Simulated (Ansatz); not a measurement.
Reactions of C2H6ClNSi (`CN(C)[Si]Cl`).

Program: Ansatz. Geometries: PBE0-D4/def2-TZVP. ΔE: electronic, gas phase. CBS: MP2 limit from def2 TZ/QZ plus the TZ coupled-cluster correction, frozen cores. This one scheme is used for every species. Double bonds are as drawn, so ΔE can hold a change between cis and trans. DFT in def2-TZVPP. def2 core potentials past Kr. For Br, Ga, Hf outer-core shells are correlated without core-valence functions, which leaves a few kJ/mol of doubt a bond. Scalar relativity is left out up to krypton. One conformer a species, not always the lowest.

```tsv
reaction	CCSD(T)/CBS(def2) (eV)
`CN(C)[Si]Cl` + `N[Si]F` → `N[Si]Cl` + `CN(C)[Si]F`	0.00
`CN(C)[Si]Cl` + `[NH2][Hf]([F])([Cl])[Cl]` → `CN(C)[Si]F` + `[NH2][Hf]([Cl])([Cl])[Cl]`	-0.22
`CN(C)[Si]Cl` + HBr → `Cl[Si]Br` + `CNC`	-0.01
`CN(C)[Si]Cl` + CH₃OH → `CO[Si]Cl` + `CNC`	?
`CN(C)[Si]Cl` → `C/C=N\[SiH2]Cl`	-0.27
`CN(C)[Si]Cl` + HCl → `Cl[Si]Cl` + `CNC`	?
`CN(C)[Si]Cl` + H₂O → `CN(C)[Si]O` + HCl	0.18
`CN(C)[Si]Cl` + `[CH3][Ga]([Br])[Br]` → `C[Si]Cl` + `C[N](C)[Ga]([Br])[Br]`	0.90
`CN(C)[Si]Cl` → `C/C(Cl)=N\[SiH3]`	?
`CN(C)[Si]Cl` + `CNC` → `CN(C)[Si]N(C)C` + HCl	0.60
```

Problem. Fill in the missing values. (An estimate is asked.)

Solution. Ansatz gave: `CN(C)[Si]Cl` + CH₃OH → `CO[Si]Cl` + `CNC`: -0.27 eV; `CN(C)[Si]Cl` + HCl → `Cl[Si]Cl` + `CNC`: -0.02 eV; `CN(C)[Si]Cl` → `C/C(Cl)=N\[SiH3]`: +1.13 eV.

Largest T1 diagnostic: 0.014, for `[NH2][Hf]([F])([Cl])[Cl]`.
